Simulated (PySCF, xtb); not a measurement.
B(F)(NCO)(OMe) (C₂H₃BFNO₂), SMILES C(=O)=NB(OC)F. One conformer was computed; it need not be the lowest.

Harmonic wavenumbers (cm⁻¹) from GFN2-xTB run with xtb at its own minimum, in rising order: 68, 72, 97, 185, 189, 390, 474, 514, 518, 532, 680, 1044, 1130, 1132, 1191, 1359, 1416, 1460, 1463, 1563, 2519, 2977, 2978, 2987.

What does r2SCAN-D4/def2-SVP run with PySCF give at its own minimum? (The exact figures need the calculation; the answer reports its results.)

55, 58, 95, 162, 229, 435, 492, 602, 617, 645, 706, 1079, 1173, 1186, 1279, 1426, 1473, 1476, 1517, 1595, 2442, 3032, 3139, 3139. Paired by order, the mean absolute difference is 57 cm⁻¹ and the zero-point energies are 38.5 and 40.1 kcal/mol.
